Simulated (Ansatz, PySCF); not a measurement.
HO₃, SMILES [O]OO, multiplicity 2. Atoms are numbered in the order given.

```xyz
4

O     -0.3306    -1.1406     0.0000
O      0.5058     0.1880     0.0000
H      0.4179    -1.7647     0.0000
O     -0.2383     1.1676     0.0000
```
Charge 0, spin multiplicity 2.

Geometry optimised at TPSSh-D3(BJ)/def2-TZVP. One conformer was computed; it need not be the lowest.

Two levels are set side by side: PBE-D3(BJ)/def2-TZVP (Ansatz, a program for electronic structure) and TPSSh-D3(BJ)/def2-TZVP (PySCF). Each level has its own optimised geometry; the coordinates shown are those of the second. Frequencies come from the Hessian of PySCF at each geometry. Differences are taken from unrounded values.

```tsv
quantity	TPSSh-D3(BJ)
mean bond length (Å)	1.258
bond O1–O2 (Å)	1.570
bond O2–O4 (Å)	1.230
bond O1–H3 (Å)	0.974
highest harmonic wavenumber (cm⁻¹)	3701
mean harmonic wavenumber (cm⁻¹)	1264
zero-point energy (kcal/mol)	10.84
```

Problem. What does PBE-D3(BJ) give, and how far is it from TPSSh-D3(BJ)? (An estimate is asked for; the answer gives what the named calculation found.)

Solution. 
```csv
quantity,PBE-D3(BJ),PBE-D3(BJ) minus TPSSh-D3(BJ)
mean bond length (Å),1.278,0.020
bond O1–O2 (Å),1.626,0.056
bond O2–O4 (Å),1.227,-0.003
bond O1–H3 (Å),0.982,0.007
highest harmonic wavenumber (cm⁻¹),3615,-85
mean harmonic wavenumber (cm⁻¹),1238,-26
zero-point energy (kcal/mol),10.62,-0.22
```

GGA bonds tend to be longer and softer than those of functionals with exact exchange. Differences between two approximate levels are no errors against the true value.
